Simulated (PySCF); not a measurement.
## `C[C@@H]1C[C@H]2C[C@@H]1C[C@@H]2Cl`: 4 charge schemes on one density

C8H13Cl.
SMILES with atom numbers: `[CH3:1][C@@H:2]1[CH2:3][C@H:4]2[CH2:5][C@@H:6]1[CH2:7][C@@H:8]2[Cl:9]` (hydrogens: H10, H11, H12 on C1; H13 on C2; H14, H15 on C3; H16 on C4; H17, H18 on C5; H19 on C6; H20, H21 on C7; H22 on C8)

Cartesian coordinates in Å at the GFN2-xTB level; atoms count from 1:
```
atom  x, y, z in Å
C1    -2.0481   -0.5556   -0.8667
C2    -1.2187    0.0355    0.2655
C3    -0.5144    1.3598   -0.1100
C4     0.9461    1.1147    0.2910
C5     0.7909    0.2071    1.5113
C6    -0.0482   -0.8320    0.7656
C7     0.8920   -1.1933   -0.3901
C8     1.5424    0.1540   -0.7397
Cl9    3.3247    0.0822   -0.5819
H10   -1.4699   -0.6462   -1.7825
H11   -2.4213   -1.5397   -0.5914
H12   -2.9011    0.0877   -1.0724
H13   -1.8909    0.2048    1.1130
H14   -0.9258    2.2013    0.4469
H15   -0.6099    1.5812   -1.1730
H16    1.5299    2.0233    0.4254
H17    0.2578    0.6859    2.3299
H18    1.7406   -0.1836    1.8705
H19   -0.3693   -1.6980    1.3419
H20    1.6446   -1.9033   -0.0474
H21    0.3791   -1.6373   -1.2400
H22    1.3589    0.4709   -1.7669
```

Density: PBE0/pcSseg-1 (PySCF); schemes: Mulliken, IAO, Hirshfeld and ESP-fitted. Isolated species at its GFN2-xTB geometry, gas phase.

Problem. What partial charge does each atom carry?

Solution. In e; atoms taken as equivalent share a row and are averaged (×n: the atom named and its like, n in all):

```tsv
atom	environment	Mulliken	IAO	Hirshfeld	ESP-fitted
C1	methyl carbon	-0.182	-0.418	-0.120	-0.661
C2	sp3 CH carbon	-0.321	-0.109	-0.021	+0.339
C3	ring CH2 carbon	-0.057	-0.273	-0.070	-0.312
C4	sp3 carbon at a ring junction	-0.263	-0.112	-0.035	+0.167
C5	ring CH2 carbon	-0.071	-0.269	-0.078	-0.356
C6	sp3 carbon at a ring junction	-0.282	-0.112	-0.027	+0.025
C7	ring CH2 carbon	-0.051	-0.276	-0.078	-0.058
C8	sp3 C–Cl carbon	-0.219	-0.094	+0.012	-0.390
Cl9	alkyl chlorine	-0.124	-0.134	-0.077	-0.139
H10/H11/H12	methyl hydrogen	+0.113	+0.137	+0.039	+0.164
H13	methine hydrogen	+0.118	+0.128	+0.035	-0.001
H14	methylene hydrogen	+0.128	+0.141	+0.041	+0.089
H15	methylene hydrogen	+0.111	+0.127	+0.036	+0.087
H16	methine hydrogen	+0.111	+0.143	+0.037	+0.063
H17	methylene hydrogen	+0.117	+0.133	+0.041	+0.102
H18	methylene hydrogen	+0.126	+0.140	+0.033	+0.140
H19	methine hydrogen	+0.098	+0.133	+0.040	+0.026
H20	methylene hydrogen	+0.140	+0.154	+0.037	+0.098
H21	methylene hydrogen	+0.128	+0.138	+0.040	+0.058
H22	methine hydrogen	+0.154	+0.151	+0.040	+0.231
```

Mean size of the charges over all atoms: ESP-fitted 0.174 e, IAO 0.163 e, Mulliken 0.143 e, Hirshfeld 0.046 e. Each set sums to the total charge, 0, to within 0.001 e. The Mulliken scheme counts on each atom the diagonal of the density matrix times the overlap matrix over that atom's basis functions. The Hirshfeld scheme weights the molecular density at each point by an atom's share of the summed free-atom densities.

Some averages cover members that differ in this geometry: H10/H11/H12, ESP-fitted +0.145 to +0.184 e.

Lowest charge. The schemes don't all agree: Mulliken C2 (-0.321); IAO C1 (-0.418); Hirshfeld C1 (-0.120); ESP-fitted C1 (-0.661).

Highest charge. The schemes don't all agree: Mulliken H22 (+0.154); IAO H20 (+0.154); Hirshfeld H14 and H17 (+0.041); ESP-fitted C2 (+0.339).

Problem. How closely do the schemes follow one another over all atoms?

Solution. Correlation coefficient and root-mean-square difference: IAO with Hirshfeld 0.97, 0.130 e; Mulliken with IAO 0.76, 0.119 e; IAO with ESP-fitted 0.73, 0.160 e; Mulliken with Hirshfeld 0.70, 0.128 e; Hirshfeld with ESP-fitted 0.68, 0.200 e; Mulliken with ESP-fitted 0.35, 0.230 e.

Problem. How many electrons does the IAO scheme count on C4?

Solution. Z − q = 6 − (-0.112) = 6.112.

Problem. Sum the charges by element, for elements with more than one atom.

Solution. 
```tsv
element	atoms	Mulliken	IAO	Hirshfeld	ESP-fitted
C	8	-1.446	-1.664	-0.418	-1.246
H	13	+1.570	+1.797	+0.496	+1.385
```

The run behind these numbers computed NMR shieldings as well. Hardware: one thread, Arm Neoverse V2 (shared host). Cost: 47 s wall.
